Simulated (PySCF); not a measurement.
## Atomic charges by several schemes

Species: C₅H₆NOPSi.
Structure used (GFN2-xTB), in Å, numbered top down from 1:
```xyz
15
C5H6NOPSi angstrom
O     -1.768    1.855    0.143
C     -0.618    1.952    0.508
C      0.340    0.867    0.401
P      1.972    1.163    0.976
C      2.621   -0.421    0.606
N      2.007   -1.441    0.070
C      0.735   -1.407   -0.286
C     -0.127   -0.325   -0.153
Si    -1.941   -0.435   -0.714
H     -0.238    2.891    0.947
H      3.666   -0.596    0.846
H      0.366   -2.329   -0.717
H     -2.177    0.434   -1.860
H     -2.836   -0.377    0.435
H     -2.007   -1.822   -1.223
```

Density: PBE0/pcSseg-1 (PySCF); schemes: Mulliken, IAO, Hirshfeld and ESP-fitted. One conformer (not necessarily the lowest) at the GFN2-xTB geometry, without solvent, vibrations or thermal averaging.

**Question.** What partial charge does each atom carry?

**Answer.** In e:

```tsv
atom	environment	Mulliken	IAO	Hirshfeld	ESP-fitted
O1	aldehyde oxygen	-0.391	-0.371	-0.153	-0.402
C2	aldehyde carbon	+0.391	+0.247	+0.126	+0.348
C3	substituted aromatic carbon	-0.513	-0.252	-0.068	+0.279
P4	phosphorus bonded to 2 C	+0.504	+0.353	+0.122	-0.286
C5	aromatic CH next to a ring nitrogen	-0.159	-0.217	-0.029	+0.447
N6	pyridine-type nitrogen	-0.352	-0.231	-0.135	-0.723
C7	aromatic CH next to a ring nitrogen	+0.160	+0.014	+0.034	+0.591
C8	substituted aromatic carbon	-0.354	-0.247	-0.075	-0.521
Si9	SiH3 silicon	+0.652	+0.622	+0.277	+0.358
H10	formyl hydrogen	+0.099	+0.124	+0.050	+0.048
H11	aromatic hydrogen	+0.139	+0.169	+0.050	+0.061
H12	aromatic hydrogen	+0.112	+0.164	+0.054	+0.035
H13	Si–H hydrogen	-0.073	-0.108	-0.076	-0.041
H14	Si–H hydrogen	-0.073	-0.108	-0.076	-0.040
H15	Si–H hydrogen	-0.142	-0.161	-0.101	-0.156
```

Mean size of the charges over all atoms: ESP-fitted 0.289 e, Mulliken 0.274 e, IAO 0.226 e, Hirshfeld 0.095 e. Each set sums to the total charge, 0, to within 0.001 e. The Hirshfeld scheme weights the molecular density at each point by an atom's share of the summed free-atom densities.

Lowest charge. The schemes don't all agree: Mulliken C3 (-0.513); IAO O1 (-0.371); Hirshfeld O1 (-0.153); ESP-fitted N6 (-0.723).

Highest charge. The schemes don't all agree: Mulliken Si9 (+0.652); IAO Si9 (+0.622); Hirshfeld Si9 (+0.277); ESP-fitted C7 (+0.591).

**Question.** Sum the charges by element, for elements with more than one atom.

**Answer.** 
```json
{"element": "C", "atoms": "5", "Mulliken": "-0.476", "IAO": "-0.456", "Hirshfeld": "-0.013", "ESP-fitted": "+1.145"}
{"element": "H", "atoms": "6", "Mulliken": "+0.063", "IAO": "+0.081", "Hirshfeld": "-0.100", "ESP-fitted": "-0.093"}
```

**Question.** How closely do the schemes follow one another over all atoms?

**Answer.** Correlation coefficient and root-mean-square difference: IAO with Hirshfeld 0.96, 0.159 e; Mulliken with IAO 0.96, 0.107 e; Mulliken with Hirshfeld 0.92, 0.229 e; Hirshfeld with ESP-fitted 0.53, 0.316 e; Mulliken with ESP-fitted 0.42, 0.372 e; IAO with ESP-fitted 0.38, 0.357 e.
